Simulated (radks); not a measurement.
Charge is removed step by step from the 5s1/2 level of Sb, starting from [Kr] 4d10 5s2 5p3. Method: Dirac Kohn-Sham, PBE, spin-unpolarised, spherical densities, point nucleus; open shells fill j = l - 1/2 first; computed with a radial shooting solver on a logarithmic mesh with Libxc functionals.

\begin{tabular}{lrrr}
removed (e) & E - E(0) (eV) & eigenvalue (eV) & E minus straight line (eV) \\ \hline
0 & 0.000 & -12.652 & 0.000 \\
0.25 & 3.417 & -14.701 & -0.802 \\
0.5 & 7.357 & -16.830 & -1.081 \\
0.75 & 11.838 & -19.029 & -0.819 \\
1 & 16.877 & -21.290 & 0.000 \\
\end{tabular}

Removing the whole electron costs 16.877 eV by Delta-SCF, against 12.652 eV from minus the eigenvalue at the starting occupation. Slater's transition state (half an electron removed) gives 16.830 eV. Integrating minus the eigenvalue over the occupation (Janak's theorem) gives 16.877 eV. The mean slope of the eigenvalue, de/dn, is 8.64 eV per electron.
